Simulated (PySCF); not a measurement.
**Predicted spectroscopic data**

Rapidly exchanging positions averaged, gas phase, non-relativistic Hamiltonian, a single conformation. GFN2-xTB structure; shielding tensors at PBE0/pcSseg-1 (GIAO); PySCF 2.14.0 with density-fitted response routines.

Shifts are taken against calculated references (same method and geometry level): $^{1}$H (σ = 31.72 ppm) and $^{13}$C (σ = 186.93 ppm) vs TMS. Where no couplings were computed, multiplicities follow the n + 1 count of equivalent neighbours, and m marks all less simple cases (inequivalent or close neighbours, rings, F or P nearby). Shifts are as computed. Against solution values, carbons near 30 ppm lie about +3 ppm off and those near 130 ppm about +5 ppm; carbons on Cl a further +6 ppm. Of 1211 compounds with measured shifts, 218 miss one by over three times the rms of a fit or turn the order of signals round; such compounds aren't used in these exercises. Carbons bonded to Cl come out too deshielded.

Compound 1 (C8H12N2). $^{1}$H NMR (600 MHz, computed): δ 7.20 (m, 1H), 6.87 (m, 1H), 6.38 (m, 1H), 6.33 (m, 1H), 5.02 (m, 1H), 3.09 (sept, 1H), 1.28 (d, 6H). $^{13}$C{$^{1}$H} NMR (computed): δ 166.2, 137.2, 135.1, 108.3, 105.8, 33.0, 26.2. Structure: SMILES C=Cn1ccc(C(C)C)n1.

Compound 2 (C3H7Cl3O2Si). $^{1}$H NMR (600 MHz, computed): δ 4.60 (s, 1H), 4.02 (s, 6H). $^{13}$C{$^{1}$H} NMR (computed): δ 110.5, 53.6. Structure: `CO[SiH](OC)C(Cl)(Cl)Cl`.
